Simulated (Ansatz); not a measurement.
Q: Name a neutral molecule of B, C, F, N and H with size of the dipole moment (B3LYP/def2-TZVPP) between 0.25 and 0.55 D and LUMO energy (PBE/def2-TZVPP) between -1.95 and -1.65 eV (Ansatz, PBE0-D4/def2-TZVP geometry).

A: `BN(C)B(C)F` (0.37 D, -1.74 eV). Other molecules can fit too; these were computed, each in one conformer that needn't be the lowest.

B3LYP here is the variant with VWN-RPA as its local correlation; programs differ in this.
